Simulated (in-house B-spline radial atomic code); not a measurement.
Ionising Tc⁵⁺ with different functionals

Computed with an all-electron radial atomic-structure program (B-spline basis): four-component Dirac-Coulomb Hamiltonian, Fermi nucleus of rms radius 4.41117 fm, spin-restricted, spherical fractional occupations for the functionals, and exact exchange of hybrids averaged over the configuration. The ionisation energy is the difference of two self-consistent energies, [Kr] 4d2 → [Kr] 4d1, without Breit or QED terms; ε is the level of the shell that loses the electron (mean over j). The electron is taken from both j subshells in proportion to 2j + 1, so the result is a j average, not the step between ground levels.

| method | rung | ΔSCF (eV) | -ε(4d) (eV) |
| --- | --- | --- | --- |
| PBE0 | global hybrid | 72.18 | 66.37 |
| wB97X | range-separated hybrid | ? | ? |
| LC-wPBE | range-separated hybrid | 72.20 | 69.29 |
| HSE06 | range-separated hybrid | ? | ? |

(1) What does wB97X give?

(2) What does HSE06 give?

(3) Among the functionals, which spreads more, the ΔSCF values or the orbital energies?

(4) How do they compare with the NIST value?

Answers

(1) ΔSCF 71.95 eV, and -ε(4d) = 68.83 eV.

(2) ΔSCF 72.14 eV, and -ε(4d) = 65.92 eV.

(3) The orbital energies: ΔSCF values span about 0.24 eV and the orbital energies 3.37 eV; here energy differences depend much less on the functional than eigenvalues do.

(4) NIST lists 72 eV ± 2 (tabulated theory, ground level to ground level). Errors run from -0.05 to +0.20 eV; all lie within about twice that uncertainty, so the table can't rank the methods.
